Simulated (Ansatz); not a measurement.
Consider the atomization: `NBCF` → B• + C• + F• + 5 H• + N•.

Gas-phase electronic energies from Ansatz, PBE0-D4/def2-TZVP geometries. CBS: MP2 limit from def2 TZ/QZ plus the TZ coupled-cluster correction, frozen cores. This one scheme is used for every species, atoms too. Functionals use def2-TZVPP. No spin–orbit coupling; open shells (•) take unrestricted orbitals. Spin–orbit coupling would lower the free atoms: a little for B, C, F. Each species was taken in one conformer, which may not be the lowest.

(1) What is ΔE at CCSD(T)/CBS? (An estimate is asked.)

(2) What do these levels give: r2SCAN0-D4, r2SCAN, HF/def2-SVP, CCSD/def2-TZVPP, SCS-MP2/def2-QZVPP, HF/CBS(def2)? (An estimate is asked.)

Largest T1 diagnostic among the species: 0.014.

Answers

(1) Ansatz gave: +3391.0 kJ/mol.

(2) The calculation gave: r2SCAN0-D4 3352.0, r2SCAN 3405.0, HF/def2-SVP 2519.0, CCSD/def2-TZVPP 3258.3, SCS-MP2/def2-QZVPP 3409.1, HF/CBS(def2) 2491.0 kJ/mol.

From BLYP to BHLYP (50 % exact exchange), in def2-TZVPP and without D4, ΔE moves by −97.0 kJ/mol: exact exchange takes away binding that semilocal exchange gives to molecules. In def2-TZVPP, CCSD(T) changes the Hartree–Fock value by +818.2 kJ/mol (the triples alone add +45.6 kJ/mol) and MP2 by +876.1 kJ/mol; breaking electron pairs costs correlation energy, which Hartree–Fock lacks. The D4 term adds +18.0 kJ/mol with B3LYP and +9.3 kJ/mol with PBE0; it sums over pairs of atoms, weighted by their polarisabilities, and B3LYP, whose exchange is more repulsive, gets the larger term.

B3LYP here is the variant with VWN-RPA as its local correlation; programs differ in this.

For atomizations the MP2-based limit and the directly extrapolated one differ by several kJ/mol either way, and by 10 to 25 for some Ge, Se and Sn compounds, so smaller differences from it don't rank the levels.
